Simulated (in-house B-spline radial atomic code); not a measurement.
Configurations of the bromine ion Br⁴⁺, with energies counted from [Ar] 3d10 4s2 4p1. Method: non-relativistic r2SCAN0, spin-polarised, spherical fractional occupations, exact exchange averaged over the configuration, point nucleus. Calculated with an all-electron radial atomic-structure program (B-spline basis). Shells without spins written out take the highest spin.

Occupations are held fixed; configurations that lie above the ionisation limit could autoionise.

```
                configuration  E - E(ref) (eV)  highest orbital  its <r> (bohr)
            [Ar] 3d10 4s2 4f1           36.785            4f up           3.295
         [Ar] 3d9 4s2 4p1 5d1           116.26            5d up           4.269
         [Ar] 3d9 4s2 4p1 5f1           123.01            5f up           5.678
[Ne] 3s2 3p5 3d10 4s2 4p1 4d1           206.26            4d up           2.061
[Ne] 3s2 3p5 3d10 4s2 4p1 5d1           224.89            5d up            4.27
```

(1) Order these further configurations by energy, lowest first.
A. [Ar] 3d10 4s1 4p2
B. [Ar] 3d10 4s1 4p1 4d1
C. [Ar] 3d10 4s2 5f1
D. [Ar] 3d9 4s2 4p2
E. [Ar] 3d9 4s2 4p1 5s1

Results:

(1) A (9.9916 eV), B (32.335 eV), C (44.599 eV), D (74.336 eV), E (103.96 eV).
